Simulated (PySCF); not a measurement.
SiH₂ClBr, SMILES Cl[SiH2]Br.

The structure is a stationary point at PBE-D3(BJ)/def2-TZVP.

Computed with TDA-PBE0/def2-SVPD run with PySCF.

Vertical excitations.  State labels are in the subgroup Cs.

Computed UV-visible absorptions:
```
state  symmetry  energy (eV)  λ (nm)      f                            main pairs
-----  --------  -----------  ------  -----  ------------------------------------
S1           A"         6.59     188  0.014                        HOMO→LUMO 98 %
S2           A'         6.85     181  0.024                      HOMO−1→LUMO 93 %
S3           A"         7.11     174  0.001                      HOMO→LUMO+1 97 %
S4           A"         7.41     167  0.002                      HOMO−2→LUMO 94 %
S5           A'         7.43     167  0.011                    HOMO−1→LUMO+1 83 %
S6           A'         7.71     161  0.062  HOMO−3→LUMO 68 %, HOMO−3→LUMO+1 21 %
S7           A"         7.82     159  0.000                      HOMO→LUMO+2 96 %
S8           A"         7.88     157  0.013                    HOMO−2→LUMO+1 93 %
S9           A'         7.99     155  0.024                    HOMO−1→LUMO+2 97 %
S10          A'         8.16     152  0.066  HOMO−3→LUMO+1 69 %, HOMO−3→LUMO 13 %
T1           A"         6.15     201      0                        HOMO→LUMO 95 %
T2           A'         6.29     197      0                      HOMO−1→LUMO 96 %
T3           A"         6.81     182      0                      HOMO→LUMO+1 78 %
T4           A'         6.94     179      0  HOMO−1→LUMO+1 65 %, HOMO−3→LUMO 29 %
```
Triplets are in the Tamm–Dancoff approximation.
